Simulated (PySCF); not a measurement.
SnH₄.
Geometry (PBE0-D3(BJ)/def2-SVP, Å), atoms numbered from 1 in this order:
```xyz
5
SnH4 angstrom
Sn    -0.0001    0.0000    0.0001
H      0.0107   -0.0195    1.7109
H      1.6095    0.0110   -0.5799
H     -0.8139    1.4011   -0.5496
H     -0.8062   -1.3926   -0.5816
```

Method used: PBE0-D3(BJ)/def2-SVP geometry optimisation, gas phase, def2 core potentials past Kr (PySCF).

(1) Which atoms are bound to Sn1, and at what distances?

(2) What is the shape at Sn1?

(3) What are the rotational constants (commonest isotopes, rigid rotor)?

## Answers

(1) 4 atoms: H3 1.711 Å, H5 1.711 Å, H4 1.711 Å, H2 1.711 Å.

(2) Tetrahedral: all angles 109.5°; τ4 = (360° − α − β)/141° = 1.00 with α and β the two widest (0 for a square, 1 for a tetrahedron).

(3) A = 64247, B = 64235, C = 64227 MHz: a spherical top.

Point group: Td (every atom within 0.08 Å of its image). Charge 0, singlet. No PBE0-D3(BJ)/def2-SVP frequencies stand behind this structure, so it isn't proved a minimum.
